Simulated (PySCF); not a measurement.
# Arsenic: a sound run and one with changed settings

Sound run: As [Ar] 3d10 4s2 4p3, As+ [Ar] 3d10 4s2 4p2. Calculation: PySCF 2.14, in x2c-TZVPall (6s5p4d1f, 48 functions); scalar relativity by spin-free X2C-1e. In the sound run the correlated levels freeze [Ar] 3d10. The sound run starts from symmetry-adapted Hartree-Fock orbitals and uses a fine grid where one is needed.

Changed run: basis STO-3G, all-electron and non-relativistic. This setting is unsound on purpose.

```
species   method  sound run (hartree)  changed run (hartree)  converged
     As      UHF          -2259.01013            -2209.26367        yes
     As   r2SCAN          -2260.68541            -2210.56203        yes
     As     MN15          -2262.09846            -2208.11435        yes
     As      MP2          -2259.08025            -2209.26367        yes
    As+      UHF          -2258.66337            -2209.00633        yes
    As+   r2SCAN          -2260.31376            -2210.27823        yes
    As+     MN15          -2261.73218            -2207.85389        yes
    As+      MP2          -2258.71611            -2209.01391        yes
    As+  CCSD(T)          -2258.73266            -2209.01980        yes
```

Ionisation energy of As:

```csv
method,sound run (eV),changed run (eV)
UHF,9.436,7.003
r2SCAN,10.113,7.723
MN15,9.967,7.087
MP2,9.909,6.796
SCS-MP2,9.763,6.755
```

A minimal basis cannot let orbitals breathe on ionisation and holds almost no correlation. The Hamiltonian changed with the basis, so the totals do not compare.

For comparison, NIST gives 9.789 eV between the lowest levels.
